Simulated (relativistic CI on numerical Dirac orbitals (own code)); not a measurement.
Method of calculation: Dirac-Coulomb-Breit CI, orbitals from a KLI potential per configuration, model QED, unscaled Slater integrals (own radial code, finite nucleus).

The strongest absorption lines from the ground level of an ion, among the configurations computed and to levels below about 47 eV (vacuum wavelength in Å, gf): 277.04 (0.25), 284.91 (1), 286.68 (0.24), 297.18 (1.2), 301.92 (1.1), 304.78 (1.5), 305.01 (1), 309.87 (0.39).

(1) Which ion is it?
A. Tl⁵⁺
B. Tl⁷⁺
C. Ir³⁺
D. At¹¹⁺

## Answers

(1) B. Tl⁷⁺ has 74 electrons and the ground level 5p6.5d6 5D_4; the strongest line goes to 5p6.5d5.6p 5F°_5. The pattern of lines fixes the number of electrons, and along that sequence the line energies rise steadily with the charge (about as its square where n changes within one kind of shell, about linearly where n is kept but much faster in heavy ions where fine structure, which grows about as Z⁴, sets the gap, and irregularly where shells cross), which fixes Z. Configurations outside the model, such as inner-shell arrays, can give stronger lines. At this charge configurations can still be misplaced by up to about 7 % of their energy. Terms inside the open d or f shell come out 10 to 20 % too wide with unscaled integrals. Levels and lines within the n = 5 or 6 shells can be off by up to 10 % or somewhat more, and those that change n by about 2 %, since core polarisation is missing.

LS names give the leading component of a level, which can be under half, so a name can repeat, a term be missing and a line seem to break the LS rules.
